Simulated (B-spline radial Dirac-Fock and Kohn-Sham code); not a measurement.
## What relativity does to the binding energies of W⁷⁺

System: tungsten as W⁷⁺, [Xe] 4f13.

Both columns are ΔSCF binding energies of the configuration average from an atomic code on a B-spline grid: non-relativistic Hartree-Fock with a point nucleus, and Dirac-Fock with a finite nucleus and the Coulomb interaction alone, averaged over the two j levels with weights 2j+1.

| shell | Hartree-Fock (eV) | Dirac-Fock (eV) | shift (eV) | shift (%) |
| --- | --- | --- | --- | --- |
| 1s | 64329.0 | 69990.5 | +5661.45 | +8.80 |
| 2s | 10771.3 | 12271.8 | +1500.50 | +13.93 |
| 2p | 10307.6 | 10805.7 | +498.02 | +4.83 |
| 3s | 2587.5 | 2957.0 | +369.58 | +14.28 |
| 3p | 2372.6 | 2510.4 | +137.74 | +5.81 |
| 3d | 1976.2 | 1958.4 | -17.73 | -0.90 |
| 4s | 632.9 | 723.4 | +90.52 | +14.30 |
| 4p | 541.8 | 573.3 | +31.44 | +5.80 |
| 4d | 376.0 | 370.9 | -5.14 | -1.37 |
| 4f | 159.8 | 149.3 | -10.46 | -6.55 |
| 5s | 173.4 | 189.8 | +16.42 | +9.47 |
| 5p | 141.1 | 145.5 | +4.35 | +3.08 |

Relativity binds 1s, 2s, 2p, 3s, 3p, 4s, 4p, 5s, 5p more strongly, among those listed most of all 4s in relative terms, and 3d, 4d, 4f more weakly, because the contracted s and p shells screen the nucleus better.

Values without a named source are computed, but for edge energies of neutral atoms, which are taken from tables.
